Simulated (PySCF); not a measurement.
Polarisability and C₆ of Fe²⁺ (iron, charge +2)

[Ar] 3d6, high-spin 5D determinant. All numbers are calculated (PySCF 2.14, the spin-free X2C one-electron Hamiltonian (Gaussian nucleus), in aug-cc-pVTZ-DK (8s7p5d3f2g, 93 functions)). Coupled (time-dependent) response in atomic units; α is the mean over directions.

| method | mean α (bohr³) | α xx, yy, zz | C₆ (like pair) | S(−4) |
| --- | --- | --- | --- | --- |
| UHF | 3.174 | 3.368, 3.368, 2.785 | 9.085 | 4.958 |
| PBE | 4.070 | 4.337, 4.337, 3.537 | 11.91 | 10.56 |
| PBE0 | 3.739 | 3.976, 3.976, 3.266 | 10.89 | 8.011 |

S(−4) is the Cauchy moment in α(ω) = α(0) + S(−4) ω² + …

α(iu) at PBE:

| u (hartree) | α(iu) (bohr³) |
| --- | --- |
| 0 | 4.070 |
| 0.0500 | 4.044 |
| 0.100 | 3.970 |
| 0.200 | 3.718 |
| 0.300 | 3.407 |
| 0.500 | 2.827 |
| 0.750 | 2.286 |
| 1.00 | 1.897 |
| 1.50 | 1.374 |
| 2.00 | 1.044 |
| 3.00 | 0.6612 |
| 5.00 | 0.3324 |

A single London oscillator, α(iu) = α/(1 + u²/ω²), gives C₆ = (3/4) ω α². Matching the computed C₆ needs ω = 4 × 11.91 / (3 × 4.070²) = 0.959 hartree.

For an ion, C₆ is the dispersion term alone; charge-induced terms of lower order in 1/R come first.

The components differ because the open shell of this determinant is not spherical; for a pure term their mean is the scalar polarisability.
